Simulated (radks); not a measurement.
Question: Neutral neon, [Ne]. All-electron calculation, non-relativistic Kohn-Sham, exchange-only B88, spin-polarised, spherical densities, point nucleus. Program: a radial shooting solver on a logarithmic mesh with Libxc functionals. Every spin shell is full or empty, so the densities are truly spherical. Functionals are evaluated on that one density, not self-consistently. Rank these orbital-free kinetic functionals by their error against the exact value of the orbitals, and give that value: Thomas-Fermi, TF + vW/9, APBEK, revAPBEK, Perdew 92, Pearson, LKT, PG1.

Answer: Exact: 128.590 hartree. From best to worst, with 100 (|E| - |E exact|)/|E exact| (equal figures are ties): APBEK -0.06, revAPBEK +0.41, Perdew 92 -0.77, TF + vW/9 -0.78, Pearson -2.56, Thomas-Fermi -8.58, PG1 +29.98, LKT +36.50.
